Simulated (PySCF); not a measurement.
Field gradients at the hydrogen positions

Species: C10H10.
Structure used (PBE0-D3(BJ)/def2-SVP), in Å, numbered top down from 1:
```xyz
20
C10H10 angstrom
C      2.9654   -3.1937   -1.6983
C      1.7909   -2.9479   -1.5362
C      0.3807   -2.6370   -1.3168
C      0.1624   -1.3540   -0.5662
C     -0.6074   -0.3057   -0.9467
C     -0.5458    0.7278    0.1039
C      0.3453    0.1724    1.1410
C      0.7577   -1.0508    0.7378
C     -1.7394    1.6092    0.4507
C     -0.5715    2.2168   -0.2224
H      4.0052   -3.4147   -1.8493
H     -0.1416   -2.5930   -2.2859
H     -0.0776   -3.4746   -0.7596
H     -1.1825   -0.2146   -1.8693
H      0.6084    0.6898    2.0643
H      1.4336   -1.7182    1.2743
H     -1.9017    1.8129    1.5116
H     -2.6519    1.4407   -0.1256
H      0.1003    2.8539    0.3573
H     -0.6500    2.4800   -1.2797
```

Level: PBE0/pcSseg-1 (PySCF, non-relativistic); Q(2H) = 0.00286 b; rigid geometry, the same for H and D, with no vibrational averaging.

Question: Rank these positions by the coupling χzz of a deuteron there, largest first.
A. H13 (methylene hydrogen)
B. H11 (alkyne hydrogen)
C. H15 (vinylic hydrogen)
D. H18 (methylene hydrogen)

Answer: B (232 kHz), C (210 kHz), D (206 kHz), A (188 kHz).

Question: What are Vzz, η and χzz (234.96 MHz × Q × Vzz) at all hydrogens?

Answer: 
| atom | bonded to | bond length (Å) | Vzz (au) | η | χzz (kHz) |
| --- | --- | --- | --- | --- | --- |
| H11 | C1 | 1.074 | 0.3455 | 0.00 | 232 |
| H12 | C3 | 1.102 | 0.2850 | 0.03 | 192 |
| H13 | C3 | 1.105 | 0.2792 | 0.02 | 188 |
| H14 | C5 | 1.091 | 0.3122 | 0.08 | 210 |
| H15 | C7 | 1.091 | 0.3123 | 0.07 | 210 |
| H16 | C8 | 1.091 | 0.3097 | 0.06 | 208 |
| H17 | C9 | 1.092 | 0.3059 | 0.08 | 206 |
| H18 | C9 | 1.092 | 0.3061 | 0.08 | 206 |
| H19 | C10 | 1.092 | 0.3060 | 0.08 | 206 |
| H20 | C10 | 1.092 | 0.3060 | 0.08 | 206 |

Question: How does χzz go with the bond length over the 10 C–H bonds?

Answer: A straight-line fit has a slope of -14.3 kHz for each 0.01 Å, with a correlation coefficient of -1.00, over lengths from 1.074 to 1.105 Å. The longer bonds have the smaller couplings here.

The structure is a single PBE0-D3(BJ)/def2-SVP conformer in the gas phase; no vibrational or solvent corrections. The small basis limits the accuracy of the gradients.

These values come from a run that also computed NMR shieldings. The run took 49 s of wall time on x86-64 server, one thread, on a shared host.
